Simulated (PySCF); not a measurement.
## Correlation energy of Nb²⁺ (niobium, charge +2)

[Kr] 4d2 5p1, one real determinant (an excited configuration). Calculation: PySCF 2.14, in aug-cc-pVDZ-PP with ECP28MDF; a scalar-relativistic core potential. Frozen: 4s2 4p6; 3 electrons correlated.

MP2 pair energies summed by pair of shells (mhartree):

| pair | energy | share (%) |
| --- | --- | --- |
| 4d-5p | -5.77 | 72.6 |
| 4d-4d | -2.18 | 27.4 |

Total MP2 correlation energy: -7.95 mhartree.

Same-spin part -7.95 and opposite-spin part 0.00 mhartree; SCS-MP2 scales them by 1/3 and 6/5 to -2.65 mhartree.

The reference is one real determinant that mixes LS terms of this configuration.
